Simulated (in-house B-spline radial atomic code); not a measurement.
## S V (S4+): [He] 2s1 2p6 3s2 5p1 (an excited or competing configuration)

Method: Dirac-Hartree-Fock, average of configuration, Fermi nucleus of rms radius 3.2611 fm. Calculated with an all-electron radial atomic-structure program (B-spline basis).

Screening seen three ways: the hydrogenic charge with the same mean radius, Z_r = [3n² - l(l+1)]/(2<r>), the one with the same energy, Z_e = n√(-2ε), and Slater's rules. Values are occupation-weighted means over j.

```json
{"shell": "1s", "electrons": "2", "ε (eV)": "-2621.8", "<r> (bohr)": "0.09674", "Z_r": "15.51", "Z_e": "13.88", "Slater": "15.70"}
{"shell": "2s", "electrons": "1", "ε (eV)": "-344.91", "<r> (bohr)": "0.4679", "Z_r": "12.82", "Z_e": "10.07", "Slater": "12.20"}
{"shell": "2p", "electrons": "6", "ε (eV)": "-276.17", "<r> (bohr)": "0.4253", "Z_r": "11.76", "Z_e": "9.01", "Slater": "12.20"}
{"shell": "3s", "electrons": "2", "ε (eV)": "-85.641", "<r> (bohr)": "1.374", "Z_r": "9.83", "Z_e": "7.53", "Slater": "7.70"}
{"shell": "5p", "electrons": "1", "ε (eV)": "-17.636", "<r> (bohr)": "5.632", "Z_r": "6.48", "Z_e": "5.69", "Slater": "5.00"}
```

The least bound orbital is 5p3/2 at -17.63 eV, and it is also the most diffuse (<r> = 5.635 bohr). The part-filled 2s shell lies below the filled 3s shell in orbital energy.

Spin-orbit splittings of the orbital energies (j = l + 1/2 above j = l - 1/2 when positive): 2p 1.401 eV, 5p 0.0216 eV.

For the 1s electron the small component carries 0.324 % of the norm, the zero-frequency Breit interaction raises the level by 1.715 eV, self-energy by 0.766 eV, and vacuum polarisation lowers it by 0.05065 eV.
